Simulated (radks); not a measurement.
Values are calculated unless marked as measured or tabulated.
Valence configurations of V2+ (all share [Ar]). Code: a radial shooting solver on a logarithmic mesh with Libxc functionals. Model: Dirac Kohn-Sham, PBE, spin-unpolarised, spherical densities, finite nucleus; open shells fill j = l - 1/2 first; Fermi nuclear charge, rms radius 3.6002 fm. Energies are relative to 3d3; eigenvalues in eV.

valence	E (eV)	e(3d3/2)	e(4p1/2)	e(4p3/2)	e(4s1/2)
3d3	0.000	-21.336	-	-	-
3d1 4p2	25.200	-34.926	-17.444	-	-
3d2 4p1	10.296	-27.774	-15.311	-	-
3d2 4s1	5.126	-26.722	-	-	-19.879
3d1 4s2	13.929	-32.931	-	-	-22.041
3d2.5 4s0.5	2.149	-23.914	-	-	-18.818
3d1.5 4s1.5	9.021	-29.734	-	-	-20.963
3d1 4s1 4p1	19.545	-33.941	-16.957	-	-22.594
4p3	45.627	-	-19.446	-19.317	-
3d0.5 4s2 4p0.5	22.860	-36.798	-17.526	-	-23.371

NIST lists [Ar] 3d3 as the ground configuration; this level of theory agrees among the configurations tried. The energies are those of spherical spin-averaged densities, not of single terms.
